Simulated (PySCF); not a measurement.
Computed with TPSSh-D3(BJ)/def2-TZVP // B3LYP-D3(BJ)/def2-TZVP (PySCF 2.14.0). Gas-phase values, no solvent. One relaxed conformer stands for a flexible species; it need not be the lowest. Excitations are Tamm–Dancoff values on a coarser integration grid. The basis has no diffuse functions, so Rydberg states are missing or too high.

Reference species (SMILES): `C=C(N)N` (neutral, multiplicity 1).

* **HOMO–LUMO gap**: 5.79 eV
* **T1 excitation (TDA)**: 4.31 eV
* **S1 oscillator strength**: 0.011

After one change: the HOMO–LUMO gap increases by 0.60 eV; the T1 excitation (TDA) goes up by 0.30 eV; the S1 oscillator strength hardly moves.

Q: Name the change that produced these shifts. The new species is one of these.
A. `C1NCN1`
B. `C/N=C/N`
C. `[H]/N=C(/C)N`
D. `C=NCN`

A: B, `C/N=C/N`
